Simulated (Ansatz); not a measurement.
XSi4: PBE-D4/def2-SVP single points in Ansatz on relaxed structures, gas phase. Each cluster is the lowest isomer that a short search found in that spin, judged at the geometry's level, and lower ones may exist. HOMO and LUMO are taken over both spins. Binding counts from free atoms in the multiplicity of their measured ground term, without zero-point energy. Singlets are spin-restricted. The structures are stationary points that may keep the symmetry of their start.

| species | atoms | state | geometry | HOMO (eV) | LUMO (eV) | gap (eV) | binding per atom (eV) | point group (within 0.1 Å) |
| --- | --- | --- | --- | --- | --- | --- | --- | --- |
| Si4O | 5 | singlet | PBE0-D4/def2-SVP | -5.28 | -4.13 | 1.15 | 3.66 | Cs |
| TiSi4 | 5 | singlet | r2SCAN-D4/def2-SVP | -5.10 | -3.30 | 1.79 | 3.45 | C3v |

**Question.** Estimate the rows for GaSi4 (doublet, B3LYP-D4/def2-SVP geometry).

**Answer.** 
```csv
species,atoms,state,geometry,HOMO (eV),LUMO (eV),gap (eV),binding per atom (eV),point group (within 0.1 Å)
GaSi4,5,doublet,B3LYP-D4/def2-SVP,-4.83,-4.17,0.66,2.98,–
```

The gap (eV) runs from 0.66 (GaSi4) to 1.79 (TiSi4).
